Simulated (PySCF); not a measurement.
BeF₂, charge -1, doublet, at a GFN2-xTB geometry (such geometries of metal compounds can be far from the true shape) (a state made from the parent by changing its charge; the spin is typed, not shown lowest). Base run: HF/6-31G (PySCF).

PySCF was given this input:
```python
from pyscf import gto, scf, solvent

mol = gto.Mole()
mol.atom = '''
    Be    0.16083742   -0.61394482    0.36901490
    F     1.18939795    0.12779708   -0.63035450
    F    -1.26088124    0.14506728    0.46634788
'''
mol.basis = '6-31g'
mol.charge = -1
mol.spin = 1
mol.verbose = 4
mol.build()

mf = scf.UHF(mol)
mf.kernel()
```

Each row names what was changed in the base input (with any setting that the change needs).

| change | ΔE vs base (kJ/mol) |
|---|---|
| base | 0.00 |
| model = IEF-PCM; solvent = dichloromethane; lebedev_order = 11 | -243.5 |
| model = C-PCM; solvent = dichloromethane | -245.5 |
| model = IEF-PCM; solvent = dichloromethane; r_probe = 0.5 | -208.6 |
| model = IEF-PCM; solvent = acetonitrile | -268.7 |
| model = COSMO; solvent = dichloromethane | -232.5 |
| model = IEF-PCM; solvent = dichloromethane; lebedev_order = 41 | -245.1 |
| model = IEF-PCM; solvent = dichloromethane; vdw_scale = 1.0 | -275.5 |
| model = IEF-PCM; solvent = dichloromethane; vdw_scale = 1.4 | -222.3 |
| model = SS(V)PE; solvent = dichloromethane | -241.8 |
| model = ddCOSMO; solvent = dichloromethane | -221.1 |
| model = IEF-PCM; solvent = dichloromethane | -245.0 |

The base is the gas phase, so ΔE is the electrostatic part of solvation at a fixed geometry, without cavity and dispersion terms.

Open shells are given as the SCF converged; they aren't shown to be the lowest states, and a large step between rows can be another state.

The gas-phase anion may not be bound at this level, which the solvent then changes.
